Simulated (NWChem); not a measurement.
Species: CH4OSe; SMILES CO[SeH]

```xyz
7

Se    -0.0132    -0.7261     0.0533
H     -0.4312    -0.8207    -1.3664
O      0.6411     0.9559    -0.0296
C     -0.3177     1.9822     0.0290
H     -0.9611     1.9123     0.9239
H      0.2449     2.9283     0.0696
H     -0.9677     1.9997    -0.8657
```
Atoms are numbered in this order, from 1.

Results from NWChem. All runs use the structure optimised with PBE0/def2-SVP. GIAO values for the isolated, static molecule; σ is the absolute isotropic shielding, δ = σ(reference) − σ with the isolated reference molecule computed at the same levels (13C: tetramethylsilane, 1H: tetramethylsilane, 17O: water). Spin-orbit effects, on the heavy nuclei and on their neighbours, are missing.

For level KT2/pcSseg-1:

```yaml
"σ Se1 (ppm)": 531.0
"δ O3 (ppm)": -18.3
"δ C4 (ppm)": 72.4
```

### Question
Estimate the same quantities for level PBE0/pcSseg-1.

### Answer
The σ Se1 (ppm) is 549.0 and the δ O3 (ppm) is -37.3. The δ C4 (ppm) comes out as 70.3.
